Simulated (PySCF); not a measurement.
A calculated (r2SCAN, PySCF 2.14, x2c-SVPall, scalar relativity by spin-free X2C-1e) atom or ion has these occupied shells.

```csv
shell,electrons,orbital energy (eV),"rms radius, mean of both spins (bohr)"
1s α,1,-11737.0,0.0525
1s β,1,-11736.8,0.0525
2s α,1,-1497.9,0.220
2s β,1,-1497.9,0.220
2p α,3,-1311.9,0.196
2p β,3,-1311.8,0.196
3s α,1,-195.28,0.641
3s β,1,-195.15,0.641
3p α,3,-136.93,0.668
3p β,3,-136.78,0.668
3d α,5,-41.320,0.762
3d β,5,-41.038,0.762
4s α,1,-15.894,2.09
4s β,1,-12.743,2.09
4p α,3,-6.199,2.65
```

Task: Name the element and its charge.

Result: As (arsenic, neutral), in [Ar] 3d10 4s2 4p3, high-spin 4S determinant.
